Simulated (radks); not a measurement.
Pb XXVIII, configuration [Kr] 4d10 4f9.

Method: Dirac Kohn-Sham, PBE, spin-unpolarised, spherical densities, finite nucleus; open shells fill j = l - 1/2 first; Fermi nuclear charge, rms radius 5.5012 fm; computed with a radial shooting solver on a logarithmic mesh with Libxc functionals.

Energy parts (eV):
part                       energy
total                  -560191.77
kinetic                 652647.18
electron-nucleus      -1370750.85
Hartree                 167636.95
exchange-correlation     -9725.04

Orbitals (lengths in bohr, moments of r in powers of bohr):
orbital	occ.	eigenvalue (eV)	<r^2>	small-component weight
1s1/2	2	-88762.92	0.0003575	9.78e-02
2s1/2	2	-16552.13	0.005365	2.26e-02
2p1/2	2	-15936.59	0.003774	2.27e-02
2p3/2	4	-13746.53	0.004955	1.99e-02
3s1/2	2	-4601.635	0.03465	7.62e-03
3p1/2	2	-4322.863	0.03146	7.57e-03
3p3/2	4	-3832.279	0.03771	6.78e-03
3d3/2	4	-3372.449	0.02874	6.66e-03
3d5/2	6	-3267.940	0.03043	6.45e-03
4s1/2	2	-1639.640	0.1587	2.77e-03
4p1/2	2	-1517.853	0.1594	2.68e-03
4p3/2	4	-1389.085	0.1857	2.40e-03
4d3/2	4	-1189.920	0.1857	2.23e-03
4d5/2	6	-1164.710	0.1938	2.16e-03
4f5/2	6	-909.0689	0.1822	1.87e-03
4f7/2	3	-902.6477	0.1857	1.84e-03
5s1/2	0	-799.1532	0.5712	1.12e-03
5p1/2	0	-747.6950	0.5994	1.07e-03
5p3/2	0	-705.9566	0.6713	9.99e-04

The highest occupied level is 4f7/2 at -902.65 eV. For comparison, the ionisation energy in NIST's Atomic Spectra Database is 930 eV (theoretical). In exact Kohn-Sham theory the highest level is minus the ionisation energy, but local and semilocal functionals leave it too shallow, through self-interaction and a potential that decays too fast; potentials with the right tail come closer. The electron density at the nucleus is 2.733e+06 e/bohr^3. The density falls to 0.001 e/bohr^3 at r = 1.25 bohr. Summed over all electrons, <r^2> = 5.554 bohr^2, which gives a Langevin (diamagnetic) susceptibility term of -4.4 x 10^-6 cm^3/mol.

Beside tabulated values, note that spin-unpolarised runs miss the spin-polarisation part of the exchange energy of open shells.
